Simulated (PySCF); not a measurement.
# Exercise with solution: entropy of an ideal gas

Al(Cl)(Br)(OH) (AlBrClHO), SMILES [OH][Al]([Cl])[Br].

Geometry optimised at PBE0-D3(BJ)/def2-SVP. The values are those of a single conformer.

PBE0-D3(BJ)/def2-SVP (PySCF) gives the harmonic wavenumbers 130, 186, 220, 342, 366, 532, 609, 920, 3986 cm⁻¹ and the rotational temperatures 0.2040, 0.0646, 0.0491 K. The molar mass is 159.34 g/mol, the symmetry number 1, the spin multiplicity 1.

Question: Work out the entropy at 298.15 K and 1 atm in the rigid-rotor, harmonic-oscillator model.

Answer: 
Translation (Sackur–Tetrode at 1 atm): S = R[1.5 ln M + 2.5 ln T − 1.16487] = 172.0 J/(mol K).
Rotation: q = (√π/σ) T^1.5/√(θA θB θC) = 359000, S = R[ln q + 3/2] = 118.8 J/(mol K).
Vibration: with u = 1.4388 ν/T, each mode gives R[u/(e^u − 1) − ln(1 − e^−u)]:
| ν (cm⁻¹) | modes | u | S (J/(mol K)) |
|---|---|---|---|
| 130 | 1 | 0.63 | 12.33 |
| 186 | 1 | 0.90 | 9.49 |
| 220 | 1 | 1.06 | 8.20 |
| 342 | 1 | 1.65 | 5.03 |
| 366 | 1 | 1.77 | 4.59 |
| 532 | 1 | 2.57 | 2.44 |
| 609 | 1 | 2.94 | 1.82 |
| 920 | 1 | 4.44 | 0.54 |
The stiffer modes add less than 0.005 each. Sum 44.4 J/(mol K).
Spin: R ln 1 = 0.0 J/(mol K).
Total 335.2 J/(mol K); the program's own thermochemistry gives 335.2. Translation makes up 51 % and vibration 13 %. Anharmonicity, hindered rotation and orbital degeneracy are left out.
